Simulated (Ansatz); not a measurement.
Ta₂Si⁺. The state is a doublet with charge 1. Geometry PBE-D4/def2-TZVP, that of the neutral singlet; atoms count from 1.

```xyz
3

Ta   -0.746   -1.131    0.008
Ta    1.262   -0.125    0.478
Si   -0.516    1.256   -0.486
```

In the def2 sets Ta takes a core potential; there is no spin–orbit coupling. The charge 1 doublet is spin-contaminated (final ⟨S²⟩ up to 1.45, 0.75 for a pure state). The structure comes from a short search, and lower isomers may exist.

(1) Estimate the Mulliken populations from the PBE0/def2-TZVP orbitals of Ansatz.

(2) Where does the spin sit?

(3) And the Mayer bond orders between heavy atoms (over 0.3)?

Answers

(1) 
| atom | charge (e) | spin (α − β) | d electrons |
| --- | --- | --- | --- |
| Ta1 | 0.50 | 0.52 | 3.29 |
| Ta2 | 0.50 | 0.52 | 3.29 |
| Si3 | 0.00 | -0.04 | – |
Mulliken values depend strongly on the basis.

(2) Summed by element: Ta 1.04, Si -0.04, of 1 unpaired in all. Largest on single atoms: Ta1 0.52, Ta2 0.52, Si3 -0.04.

(3) Ta1–Ta2 3.35 (2.30 Å); Ta1–Si3 1.48 (2.45 Å); Ta2–Si3 1.48 (2.45 Å).
